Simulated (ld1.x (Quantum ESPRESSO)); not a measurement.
## Before and after: TM potential for Pb

- Element: lead (Pb)
- Generator: ld1.x (Quantum ESPRESSO) 7.5
- Type: norm-conserving Troullier–Martins (Kleinman–Bylander form)
- Functional: PBE
- Relativity: scalar-relativistic
- Frozen core: [Kr] 4d10 4f14 5s2
- Valence charge: 20
- Reference configuration: 5p6 5d10 6s2 6p0 (charge +2)
- Partial waves: 6s (bound): rc 1.55 bohr; 5d (bound): rc 1.90 bohr; 5p (bound): rc 1.35 bohr
- Local potential: the p channel
- Core correction: Bessel-smoothed model core inside 0.65 bohr

All-electron outer shells of the reference configuration (PBE, scalar-relativistic, ld1.x):

```json
{"shell": "4f", "level (eV)": "-149.69", "outermost node (bohr)": "–", "outermost maximum (bohr)": "0.35"}
{"shell": "5p", "level (eV)": "-102.61", "outermost node (bohr)": "0.49", "outermost maximum (bohr)": "0.88"}
{"shell": "5d", "level (eV)": "-37.85", "outermost node (bohr)": "0.52", "outermost maximum (bohr)": "1.07"}
{"shell": "6s", "level (eV)": "-27.44", "outermost node (bohr)": "1.01", "outermost maximum (bohr)": "1.93"}
{"shell": "6p", "level (eV)": "-17.17", "outermost node (bohr)": "1.18", "outermost maximum (bohr)": "2.41"}
```

Change: all radii but the core radius scaled by about 1.18 (s 1.82, p 1.60, d 2.24 bohr).

Cutoffs: the cutoffs (Ry, on a coarse ladder) from which the occupation-weighted sum of valence levels, in a spherical-Bessel basis at the reference potential, stays within 10 and 1 mRy of its value at 400 Ry; they do not see the model core or the augmentation charge, which bear on the density cutoff. Errors are all-electron minus pseudo energies relative to the spin-unpolarised reference configuration.

**Question.** How do hardness, ghosts and transferability respond?

**Answer.** The potential gets softer (100 Ry and 140 Ry → 60 Ry and 80 Ry); both files keep a bound ghost (s); of the 7 tests that both files solve, the error grows in 6 and shrinks in 0 by more than 15 % and 0.3 meV (median size 401.4 → 997.0 meV). A larger radius leaves more room for a smooth pseudo-wave, so fewer plane waves are needed. More of the atom is replaced by a form fitted at one configuration, so other configurations suffer.

| quantity | base | changed |
| --- | --- | --- |
| cutoff, loose | 100 Ry | 60 Ry |
| cutoff, tight | 140 Ry | 80 Ry |
| loose cutoff by channel (10 mRy a level) | s 35 Ry, d 45 Ry, p 60 Ry | s 21 Ry, d 40 Ry, p 30 Ry |
| bound ghosts | s | s |
| error for 5p6 5d10 6s2 6p2, meV [ΔE -20.02 eV] | +459 | +1147 |
| error for 5p6 5d10 6s2 6p1, meV [ΔE -13.44 eV] | +309 | +762 |
| error for 5p6 5d10 6s1 6p0, meV [ΔE 32.41 eV] | -21 | -21 |
| error for 5p6 5d9 6s2 6p2, meV [ΔE 7.14 eV] | +779 | +1966 |
| error for 5p6 5d10 6s0 6p4, meV [ΔE -2.19 eV] | +1140 | +2740 |
| error for 5p6 5d10 6s0 6p0, meV [ΔE 75.11 eV] | -47 | -72 |
| error for 5p6 5d10 6s2 6p1.5, meV [ΔE -17.53 eV] | +401 | +997 |

 A true bound ghost makes a file unfit for plane-wave use even where its test errors are small: the radial tests pick states by their node count and pass the ghost by.
